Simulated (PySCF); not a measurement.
Mo(O)2(OH)2 (H₂MoO₄), SMILES [O]=[Mo](=[O])([OH])[OH], multiplicity 1. Atoms are numbered in the order given.

```xyz
7

Mo     0.0000     0.0000    -0.0363
O      0.0000     1.3519    -1.0663
O      0.0000    -1.3519    -1.0663
O      1.5245     0.0000     1.0626
H      2.4607     0.0000     0.7919
O     -1.5245     0.0000     1.0626
H     -2.4607     0.0000     0.7919
```
Charge 0, spin multiplicity 1.

The structure is a stationary point at PBE-D3(BJ)/def2-SVP. A frequency run showed that this geometry is not a minimum. The multiplicity is an assumed one; no other spin state was optimised. The isomer is the one that the SMILES or the coordinates give; other isomers of the formula were not compared. The def2 effective core potentials stand for the cores of Mo; spin–orbit coupling is left out. Other conformers were not sampled.

Computed with TDA-PBE0/def2-SVPD run with PySCF 2.14.0.

Vertical excitations. Gas-phase values at a fixed geometry. State labels are in the subgroup C2v.

| state | symmetry | energy (eV) | λ (nm) | f | main pairs |
|---|---|---|---|---|---|
| S1 | B2 | 4.80 | 259 | 0.009 | HOMO→LUMO 88 % |
| S2 | B1 | 4.84 | 256 | 0.001 | HOMO→LUMO+1 97 % |
| S3 | A2 | 5.09 | 244 | 0.000 | HOMO−1→LUMO 98 % |
| S4 | B1 | 5.53 | 224 | 0.000 | HOMO−2→LUMO 91 % |
| S5 | B2 | 5.58 | 222 | 0.001 | HOMO−3→LUMO 98 % |
| S6 | A1 | 5.64 | 220 | 0.000 | HOMO−4→LUMO 70 %, HOMO−1→LUMO+1 29 % |
| S7 | A2 | 5.81 | 213 | 0.000 | HOMO→LUMO+2 93 % |
| S8 | A2 | 6.01 | 206 | 0.000 | HOMO−4→LUMO+1 94 % |
| S9 | B1 | 6.18 | 201 | 0.000 | HOMO−3→LUMO+1 68 %, HOMO−5→LUMO 29 % |
| S10 | B2 | 6.28 | 197 | 0.003 | HOMO−2→LUMO+1 71 %, HOMO→LUMO+3 14 % |
| T1 | B2 | 3.95 | 314 | 0 | HOMO→LUMO 94 % |
| T2 | B1 | 4.45 | 279 | 0 | HOMO→LUMO+1 94 % |
| T3 | A2 | 4.84 | 256 | 0 | HOMO−1→LUMO 94 % |
| T4 | A1 | 4.85 | 256 | 0 | HOMO−1→LUMO+1 61 %, HOMO−4→LUMO 21 % |
Triplets are in the Tamm–Dancoff approximation.
